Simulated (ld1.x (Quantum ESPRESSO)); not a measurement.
## LDA (PZ) PAW dataset for Er (Z = 68), scalar-relativistic all-electron reference.

* Element: erbium (Er)
* Generator: ld1.x (Quantum ESPRESSO) 7.5
* Type: PAW
* Functional: LDA (PZ)
* Relativity: scalar-relativistic
* Frozen core: [Kr] 4d10 5s2
* Valence charge: 20
* Reference configuration: 4f11 5p6 5d1 6s2 6p0
* Partial waves: 6s (bound): rcut 2.50, rcutus 3.25 bohr; 6s channel at 4.25 Ry: rcut 2.50, rcutus 3.25 bohr; 5p (bound): rcut 2.32, rcutus 2.46 bohr; 6p (bound, empty): rcut 2.32, rcutus 2.46 bohr; 5d (bound): rcut 2.00, rcutus 2.65 bohr; 5d channel at 4.2 Ry: rcut 2.00, rcutus 2.65 bohr; 4f (bound): rcut 1.15, rcutus 1.20 bohr; 4f channel at -0.2 Ry: rcut 1.15, rcutus 1.20 bohr
* Local potential: all-electron potential smoothed inside 1.20 bohr (lloc = -1)
* Core correction: a·sin(br)/r model core, default radius (ld1.x builds one for every PAW set, though the input has nlcc=.false.)
* Augmentation charge: PSQ, radius 1.30 bohr

(1) Is the overlap operator S = 1 + Σ q|β⟩⟨β| positive definite (Bessel basis up to 400 Ry)?

Results:

(1) No: its lowest eigenvalue is -0.496, in the p channel, so the generalised eigenproblem breaks down once the basis is large enough.

Test run stopped at test 1 of 9 (negative rho).

The ghost test of this file was not conclusive. Its overlap operator is not positive definite in a basis up to 400 Ry (lowest eigenvalue s -0.24, p -0.50), so the file is unfit for use: the generalised eigenproblem breaks down once the basis is large enough, and its test numbers describe a broken file.
